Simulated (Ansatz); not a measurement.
`[CH3][Sn][NH2]` + `SC1=C[SiH2]1` → `[CH3][Sn][SH]` + `NC1=C[SiH2]1`  (redistribution)

Isolated molecules relaxed with PBE0-D4/def2-TZVP in Ansatz; ΔE leaves out vibrations. CBS: MP2 limit from def2 TZ/QZ plus the TZ coupled-cluster correction, frozen cores. DFT in def2-TZVPP. def2 core potentials past Kr. For Sn outer-core shells are correlated without core-valence functions, which leaves a few kJ/mol of doubt a bond. Each species was taken in one conformer, which may not be the lowest.

| level | ΔE (kcal/mol) |
| --- | --- |
| PBE0-D4 | -15.8 |
| PBE-QIDH | -14.4 |
| PBE | -14.9 |
| SCS-MP2/def2-QZVPP | -11.2 |

Task: What does CCSD(T)/CBS give? (An estimate is asked.)

Result: The calculation gave: -12.0 kcal/mol. The listed levels differ from it by -3.8, -2.4, -2.9, 0.8 kcal/mol.

Largest T1 diagnostic among the species: 0.016.

From BLYP to BHLYP (50 % exact exchange), in def2-TZVPP and without D4, ΔE moves by −1.8 kcal/mol. Leaving LDA and LC-ωPBE aside and taking each functional with its dispersion term where it has one, the values, not all of them listed here, spread over 2.9 kcal/mol, from HSE06-D4 to B2PLYP. LDA lies −1.5 kcal/mol from PBE without D4. At CCSD(T), def2-SVP lies −3.2 kcal/mol from the extrapolated value and def2-TZVPP +0.3 kcal/mol.
